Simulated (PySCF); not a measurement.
Changing a parent structure: polycyclic quinone and quinodimethane

All values: TDDFT PBE0/def2-SVP, gas phase, PySCF SCF with an in-house response code, fitting set def2-universal-JFIT up to Ne and JKFIT beyond, grid level 1 (kernel 0), vertical, one conformer each, geometries GFN2-xTB; core orbitals frozen in the response, virtual orbitals above 1.5 Eh left out. The lowest 6 singlets were sought, and the brightest is taken among them. The runs took 0.6 to 1 CPU minutes each on shared server CPUs.

Some members have dark charge-transfer states, which this functional places too low. The basis has no diffuse functions, so the polarisability comes out too low.

Parent: C22H14 (polycyclic quinone and quinodimethane), SMILES C=c1ccc2cccc3c4c(=C)ccc5cccc(c1c23)c54.

```yaml
HOMO-LUMO_gap: 2.55 eV
S1: 2.30 eV
HOMO: -5.06 eV
LUMO: -2.51 eV
polarisability: 271 bohr³
```

Question: One of these relatives shows the changes HOMO-LUMO gap +0.53 eV, S1 -0.35 eV, HOMO -1.31 eV, LUMO -0.77 eV, polarisability -66 bohr³ against the parent. Which?
A. N#Cc1cc2cccc3c4cccc5cccc(c(c1)c23)c54
B. O=c1cc2c(=O)ccc3c-2c(c1)c1cccc2cccc3c21
C. c1cc2cccc3c4ncnc5nncc(c(c1)c23)c54

Answer: C.

Question: Give the changes for all of them.

Answer: 
| relative | change of HOMO-LUMO gap / eV | change of S1 / eV | change of HOMO / eV | change of LUMO / eV | change of polarisability / bohr³ |
| --- | --- | --- | --- | --- | --- |
| N#Cc1cc2cccc3c4cccc5cccc(c(c1)c23)c54 | +0.73 | +0.60 | -0.76 | -0.03 | -21 |
| c1cc2cccc3c4ncnc5nncc(c(c1)c23)c54 | +0.53 | -0.35 | -1.31 | -0.77 | -66 |
| O=c1cc2c(=O)ccc3c-2c(c1)c1cccc2cccc3c21 | -0.14 | -0.36 | -1.17 | -1.31 | -18 |
